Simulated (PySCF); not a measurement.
Compound: C6H5F.
Atom-mapped SMILES: `[F:1][C:2]1=[CH:3][C@@H:4]2[CH:5]=[CH:6][C@H:7]12` (hydrogens: H8 on C3; H9 on C4; H10 on C5; H11 on C6; H12 on C7)

The same species was optimised twice, with GFN2-xTB and with PBE0-D3(BJ)/def2-SVP (PySCF), and the same property calculations (PySCF, gas phase) were run on both structures.

| coordinate | GFN2-xTB | PBE0-D3(BJ)/def2-SVP | change |
| --- | --- | --- | --- |
| F1–C2 (Å) | 1.335 | 1.318 | -0.017 |
| C5=C6 (Å) | 1.328 | 1.340 | +0.012 |
| C2=C3 (Å) | 1.327 | 1.338 | +0.011 |
| C4–C5 (Å) | 1.515 | 1.523 | +0.008 |
| C6–C7 (Å) | 1.516 | 1.523 | +0.007 |
| C3–C4 (Å) | 1.517 | 1.522 | +0.005 |
| C4–C7 (Å) | 1.560 | 1.564 | +0.004 |
| C2–C7 (Å) | 1.503 | 1.501 | -0.002 |
| C3–C4–C5 (°) | 114.2 | 117.8 | +3.6 |
| C2–C7–C6 (°) | 113.9 | 117.4 | +3.5 |
| C2–C3–C4 (°) | 92.3 | 91.2 | -1.1 |
| C3–C2–C7 (°) | 96.5 | 97.5 | +1.0 |
| C3–C4–C7 (°) | 86.9 | 87.6 | +0.7 |
| F1–C2–C3 (°) | 134.5 | 133.8 | -0.7 |
| C2–C7–C4 (°) | 84.3 | 83.8 | -0.5 |
| F1–C2–C7 (°) | 129.0 | 128.7 | -0.3 |

Rotational constants: A = 6151, B = 2505, C = 2071 MHz (GFN2-xTB) against A = 6133, B = 2476, C = 2035 MHz (PBE0-D3(BJ)/def2-SVP). Point groups within 0.08 Å: C1 and C1.

On the GFN2-xTB structure: HOMO (eV) -7.02 [PBE0/pcSseg-1]; LUMO (eV) -0.40 [PBE0/pcSseg-1]; dipole (D) 1.48 [PBE0/pcSseg-1]; GIAO shielding of F1 (ppm) 254.8 [PBE0/pcSseg-1]; GIAO shielding of C2 (ppm) 8.3 [PBE0/pcSseg-1]; GIAO shielding of C3 (ppm) 68.6 [PBE0/pcSseg-1]; GIAO shielding of C4 (ppm) 146.7 [PBE0/pcSseg-1]; GIAO shielding of C5 (ppm) 30.8 [PBE0/pcSseg-1]; GIAO shielding of C6 (ppm) 34.1 [PBE0/pcSseg-1]; GIAO shielding of C7 (ppm) 130.0 [PBE0/pcSseg-1].

**Question.** What do these properties become on the PBE0-D3(BJ)/def2-SVP structure?

**Answer.** 
| property | level | on GFN2-xTB | on PBE0-D3(BJ)/def2-SVP | change |
| --- | --- | --- | --- | --- |
| HOMO (eV) | PBE0/pcSseg-1 | -7.02 | -7.10 | -0.08 |
| LUMO (eV) | PBE0/pcSseg-1 | -0.40 | -0.40 | 0.00 |
| dipole (D) | PBE0/pcSseg-1 | 1.48 | 1.36 | -0.12 |
| energy, GFN2-xTB geometry as zero (kcal/mol) | PBE0/pcSseg-1 | 0.0 | -1.3 | -1.3 |
| GIAO shielding of F1 (ppm) | PBE0/pcSseg-1 | 254.8 | 252.0 | -2.8 |
| GIAO shielding of C2 (ppm) | PBE0/pcSseg-1 | 8.3 | 10.9 | +2.6 |
| GIAO shielding of C3 (ppm) | PBE0/pcSseg-1 | 68.6 | 69.2 | +0.6 |
| GIAO shielding of C4 (ppm) | PBE0/pcSseg-1 | 146.7 | 145.0 | -1.7 |
| GIAO shielding of C5 (ppm) | PBE0/pcSseg-1 | 30.8 | 28.4 | -2.4 |
| GIAO shielding of C6 (ppm) | PBE0/pcSseg-1 | 34.1 | 32.6 | -1.5 |
| GIAO shielding of C7 (ppm) | PBE0/pcSseg-1 | 130.0 | 130.8 | +0.8 |

The heavy atoms differ by 0.030 Å rms after alignment. Among bonds between heavy atoms F1–C2 changes most (-0.017 Å). Changes are differences of the printed values. Neither structure is proved a minimum here.
